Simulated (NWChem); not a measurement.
System: C4H8O2; SMILES C1COCOC1

Output (shortened):

```
             Northwest Computational Chemistry Package (NWChem) 7.3.0
             --------------------------------------------------------

 CS  symmetry detected

                             Geometry "geometry" -> ""
                             -------------------------

 Output coordinates in angstroms (scale by  1.889725989 to convert to a.u.)

  No.       Tag          Charge          X              Y              Z
 ---- ---------------- ---------- -------------- -------------- --------------
    1 C                    6.0000    -1.39713958    -0.23856928     0.00000000
    2 C                    6.0000    -0.62077608     0.19279534    -1.23605800
    3 O                    8.0000     0.71140037    -0.25733185    -1.15976800
    4 C                    6.0000     1.33490117     0.18841839     0.00000000
    5 O                    8.0000     0.71140037    -0.25733185     1.15976800
    6 C                    6.0000    -0.62077608     0.19279534     1.23605800
    7 H                    1.0000    -1.49500873    -1.33604523     0.00000000
    8 H                    1.0000    -2.40990291     0.19560024     0.00000000
    9 H                    1.0000    -1.05094692    -0.22339066    -2.15854800
   10 H                    1.0000    -0.64006867     1.30049991    -1.32610600
   11 H                    1.0000     1.37015849     1.30462891     0.00000000
   12 H                    1.0000     2.35712176    -0.21373158     0.00000000
   13 H                    1.0000    -1.05094692    -0.22339066     2.15854800
   14 H                    1.0000    -0.64006867     1.30049991     1.32610600

 Effective nuclear repulsion energy (a.u.)     266.2832350021

      Symmetry information
      --------------------

 Group name             Cs
 Group number              2
 Group order               2
 No. of unique centers    10

                                Z-matrix (autoz)
                                --------

 Units are Angstrom for bonds and degrees for angles

      Type          Name      I     J     K     L     M      Value
      ----------- --------  ----- ----- ----- ----- ----- ----------
    1 Stretch                  1     2                       1.52206
    2 Stretch                  1     6                       1.52206
    3 Stretch                  1     7                       1.10183
    4 Stretch                  1     8                       1.10190
    5 Stretch                  2     3                       1.40824
    6 Stretch                  2     9                       1.09966
    7 Stretch                  2    10                       1.11153
    8 Stretch                  3     4                       1.39015
    9 Stretch                  4     5                       1.39015
   10 Stretch                  4    11                       1.11677
   11 Stretch                  4    12                       1.09848
   12 Stretch                  5     6                       1.40824
   13 Stretch                  6    13                       1.09966
   14 Stretch                  6    14                       1.11153
   15 Bend                     1     2     3               110.36153
   16 Bend                     1     2     9               111.99115
   17 Bend                     1     2    10               109.83861
   18 Bend                     1     6     5               110.36153
   19 Bend                     1     6    13               111.99115
   20 Bend                     1     6    14               109.83861
   21 Bend                     2     1     6               108.60274
   22 Bend                     2     1     7               109.12292
   23 Bend                     2     1     8               110.92488
   24 Bend                     2     3     4               111.53034
   25 Bend                     3     2     9               107.12941
   26 Bend                     3     2    10               109.83717
   27 Bend                     3     4     5               113.08132
   28 Bend                     3     4    11               109.55125
   29 Bend                     3     4    12               107.45690
   30 Bend                     4     5     6               111.53034
   31 Bend                     5     4    11               109.55125
   32 Bend                     5     4    12               107.45690
   33 Bend                     5     6    13               107.12941
   34 Bend                     5     6    14               109.83717
   35 Bend                     6     1     7               109.12292
   36 Bend                     6     1     8               110.92488
   37 Bend                     7     1     8               108.10875
   38 Bend                     9     2    10               107.60284
   39 Bend                    11     4    12               109.66591
   40 Bend                    13     6    14               107.60284
   41 Torsion                  1     2     3     4         -56.16748
   42 Torsion                  1     6     5     4          56.16748
   43 Torsion                  2     1     6     5         -52.00888
   44 Torsion                  2     1     6    13        -171.26359
   45 Torsion                  2     1     6    14          69.23628
   46 Torsion                  2     3     4     5          60.57066
   47 Torsion                  2     3     4    11         -61.93374
   48 Torsion                  2     3     4    12         178.98528
   49 Torsion                  3     2     1     6          52.00888
   50 Torsion                  3     2     1     7         -66.84313
   51 Torsion                  3     2     1     8         174.15889
   52 Torsion                  3     4     5     6         -60.57066
   53 Torsion                  4     3     2     9        -178.33149
   54 Torsion                  4     3     2    10          65.07853
   55 Torsion                  4     5     6    13         178.33149
   56 Torsion                  4     5     6    14         -65.07853
   57 Torsion                  5     6     1     7          66.84313
   58 Torsion                  5     6     1     8        -174.15889
   59 Torsion                  6     1     2     9         171.26359
   60 Torsion                  6     1     2    10         -69.23628
   61 Torsion                  6     5     4    11          61.93374
   62 Torsion                  6     5     4    12        -178.98528
   63 Torsion                  7     1     2     9          52.41158
   64 Torsion                  7     1     2    10         171.91170
   65 Torsion                  7     1     6    13         -52.41158
   66 Torsion                  7     1     6    14        -171.91170
   67 Torsion                  8     1     2     9         -66.58639
   68 Torsion                  8     1     2    10          52.91373
   69 Torsion                  8     1     6    13          66.58639
   70 Torsion                  8     1     6    14         -52.91373

                           NWChem Geometry Optimization
                           ----------------------------

 maximum gradient threshold         (gmax) =   0.000450
 rms gradient threshold             (grms) =   0.000300
 maximum cartesian step threshold   (xmax) =   0.001800
 rms cartesian step threshold       (xrms) =   0.001200
 fixed trust radius                (trust) =   0.300000
 source of zmatrix                         =   autoz

          -------------------
          Energy Minimization
          -------------------

 Using diagonal initial Hessian
 Scaling for Hessian diagonals: bonds = 1.00  angles = 0.25  torsions = 0.10

          --------
          Step   0

                                 NWChem DFT Module
                                 -----------------

 Summary of "ao basis" -> "ao basis" (spherical)
 ------------------------------------------------------------------------------
       Tag                 Description            Shells   Functions and Types
 ---------------- ------------------------------  ------  ---------------------
 C                          def2-svp                 6       14   3s2p1d
 O                          def2-svp                 6       14   3s2p1d
 H                          def2-svp                 3        5   2s1p

      Symmetry analysis of basis
      --------------------------

        a'         74
        a"         50

            General Information
            -------------------
          SCF calculation type: DFT
          Wavefunction type:  closed shell.
          No. of atoms     :    14
          No. of electrons :    48
           Alpha electrons :    24
            Beta electrons :    24
          Charge           :     0
          Spin multiplicity:     1
          Use of symmetry is: on ; symmetry adaption is: on
          Maximum number of iterations: 150
          AO basis - number of functions:   124
                     number of shells:    60
          Convergence on energy requested:  1.00D-06
          Convergence on density requested:  1.00D-05
          Convergence on gradient requested:  5.00D-04

              XC Information
              --------------
                    Becke 1988 Exchange Functional  1.000
              Lee-Yang-Parr Correlation Functional  1.000

             Grid Information
             ----------------
          Grid used for XC integration:  medium
          Radial quadrature: Mura-Knowles
          Angular quadrature: Lebedev.
          Tag              B.-S. Rad. Rad. Pts. Rad. Cut. Ang. Pts.
          ---              ---------- --------- --------- ---------
          C                   0.70       49          10.0       434
          O                   0.60       49          10.0       434
          H                   0.35       45          12.0       434
          Grid pruning is: on
          Number of quadrature shells:   466
          Spatial weights used:  Erf1

      Superposition of Atomic Density Guess
      -------------------------------------

 Sum of atomic energies:        -303.87578192

      Non-variational initial energy
      ------------------------------

 Total energy =    -307.721158
 1-e energy   =    -940.729488
 2-e energy   =     366.725095
 HOMO         =      -0.339504
 LUMO         =       0.113079

      Symmetry analysis of molecular orbitals - initial
      -------------------------------------------------

  Numbering of irreducible representations:

     1 a'          2 a"

  Orbital symmetries:

     1 a'          2 a"          3 a'          4 a'          5 a"
     6 a'          7 a'          8 a"          9 a'         10 a"
    11 a'         12 a'         13 a'         14 a"         15 a'
    16 a'         17 a"         18 a"         19 a'         20 a'
    21 a"         22 a'         23 a"         24 a'         25 a'
    26 a'         27 a"         28 a'         29 a"         30 a'
    31 a'         32 a'         33 a"         34 a'

[...]

      ----------------------
      Optimization converged
      ----------------------

  Step       Energy      Delta E   Gmax     Grms     Xrms     Xmax
  ---- ---------------- -------- -------- -------- -------- --------
@    4    -307.31659809 -1.6D-06  0.00011  0.00003  0.00048  0.00140
                                     ok       ok       ok       ok

                                Z-matrix (autoz)
                                --------

 Units are Angstrom for bonds and degrees for angles

[...]

 Rotational Constants
 --------------------
 A=   0.163514 cm-1  (  0.235255 K)
 B=   0.157116 cm-1  (  0.226050 K)
 C=   0.089918 cm-1  (  0.129368 K)

 Temperature                      =   298.15K
 frequency scaling parameter      =   1.0000

 Zero-Point correction to Energy  =   74.181 kcal/mol  (  0.118215 au)
 Thermal correction to Energy     =   77.485 kcal/mol  (  0.123481 au)
 Thermal correction to Enthalpy   =   78.078 kcal/mol  (  0.124424 au)

 Total Entropy                    =   72.880 cal/mol-K
   - Translational                =   39.321 cal/mol-K (mol. weight =  88.0524)
   - Rotational                   =   26.037 cal/mol-K (symmetry #  =        1)
   - Vibrational                  =    7.521 cal/mol-K

 Cv (constant volume heat capacity) =   20.298 cal/mol-K
   - Translational                  =    2.979 cal/mol-K
   - Rotational                     =    2.979 cal/mol-K
   - Vibrational                    =   14.339 cal/mol-K

[normal modes left out]

 ----------------------------------------------------------------------------
 Normal Eigenvalue ||           Projected Infra Red Intensities
  Mode   [cm**-1]  || [atomic units] [(debye/angs)**2] [(KM/mol)] [arbitrary]
 ------ ---------- || -------------- ----------------- ---------- -----------
    1       -0.000 ||    0.000324           0.007         0.316       0.143
    2        0.000 ||    0.000163           0.004         0.159       0.072
    3        0.000 ||    0.000026           0.001         0.025       0.011
    4        0.000 ||    0.001294           0.030         1.261       0.570
    5        0.000 ||    0.000288           0.007         0.281       0.127
    6        0.000 ||    0.000284           0.007         0.277       0.125
    7      258.616 ||    0.001613           0.037         1.572       0.710
    8      260.292 ||    0.001632           0.038         1.591       0.719
    9      424.097 ||    0.010338           0.239        10.078       4.554
   10      452.645 ||    0.006451           0.149         6.289       2.842
   11      481.829 ||    0.000341           0.008         0.333       0.150
   12      634.222 ||    0.003275           0.076         3.193       1.443
   13      814.715 ||    0.014232           0.328        13.874       6.270
   14      861.257 ||    0.006581           0.152         6.415       2.899
   15      877.268 ||    0.012568           0.290        12.252       5.537
   16      885.120 ||    0.026400           0.609        25.736      11.630
   17      972.408 ||    0.037593           0.867        36.648      16.561
   18      972.863 ||    0.124828           2.880       121.688      54.989
   19     1007.162 ||    0.007047           0.163         6.870       3.104
   20     1075.861 ||    0.031906           0.736        31.103      14.055
   21     1129.220 ||    0.123029           2.838       119.935      54.197
   22     1163.258 ||    0.050602           1.167        49.330      22.291
   23     1187.807 ||    0.000000           0.000         0.000       0.000
   24     1208.483 ||    0.025506           0.588        24.864      11.236
   25     1271.024 ||    0.006231           0.144         6.074       2.745
   26     1280.633 ||    0.000555           0.013         0.541       0.244
   27     1320.059 ||    0.000709           0.016         0.691       0.312
   28     1337.015 ||    0.000529           0.012         0.516       0.233
   29     1361.974 ||    0.025644           0.592        24.999      11.296
   30     1391.547 ||    0.015023           0.347        14.645       6.618
   31     1400.902 ||    0.005409           0.125         5.273       2.383
   32     1429.782 ||    0.000006           0.000         0.006       0.003
   33     1432.146 ||    0.006149           0.142         5.994       2.709
   34     1443.220 ||    0.004251           0.098         4.145       1.873
   35     2801.229 ||    0.099223           2.289        96.728      43.710
   36     2860.632 ||    0.023601           0.544        23.007      10.397
   37     2869.715 ||    0.125818           2.903       122.653      55.425
   38     2960.910 ||    0.021505           0.496        20.964       9.473
   39     3011.805 ||    0.025793           0.595        25.144      11.362
   40     3016.750 ||    0.043800           1.011        42.699      19.295
   41     3020.164 ||    0.029427           0.679        28.687      12.963
   42     3038.329 ||    0.033428           0.771        32.587      14.726
 ----------------------------------------------------------------------------
```

Level: BLYP/def2-SVP. 

Q: Write an input that gives this output.

A: One answer among several that fit: the input that was run:
```
start job
memory heap 200 mb stack 900 mb global 1100 mb
geometry units angstroms
  C     -1.394133    -0.238962     0.000000
  C     -0.617154     0.191293     1.236058
  O      0.714378    -0.260737     1.159768
  C      1.338515     0.184122     0.000000
  O      0.714378    -0.260737    -1.159768
  C     -0.617154     0.191293    -1.236058
  H     -1.493570    -1.336297     0.000000
  H     -2.406275     0.196654     0.000000
  H     -1.047919    -0.224278     2.158548
  H     -0.634864     1.299024     1.326106
  H      1.375367     1.300281     0.000000
  H      2.360160    -0.219488     0.000000
  H     -1.047919    -0.224278    -2.158548
  H     -0.634864     1.299024    -1.326106
end
basis spherical
  * library def2-svp
end
dft
  xc becke88 lyp
  iterations 150
end
driver
  maxiter 120
end
task dft optimize
task dft freq
```
